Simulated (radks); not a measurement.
Results of a calculation; reference values are marked as such.
Charge is removed step by step from the 1s down level of the chlorine ion Cl8+, starting from 1s(up 1, down 1) 2s2 2p5. Level of theory: scalar-relativistic Kohn-Sham, PBE, spin-polarised, spherical densities, finite nucleus; open shells are filled with parallel spins first; Fermi nuclear charge, rms radius 3.3654 fm (a radial shooting solver on a logarithmic mesh with Libxc functionals).

| removed (e) | E - E(0) (eV) | eigenvalue (eV) |
|---|---|---|
| 0 | 0.000 | -2960.0 |
| 0.125 | 371.48 | -2984.1 |
| 0.25 | 745.96 | -3007.9 |
| 0.375 | 1123.4 | -3031.2 |
| 0.5 | 1503.7 | -3053.7 |
| 0.625 | 1886.7 | -3075.1 |
| 0.75 | 2272.3 | -3094.9 |
| 0.875 | 2660.2 | -3111.7 |

The mean slope of the eigenvalue, de/dn, is 173 eV per electron.
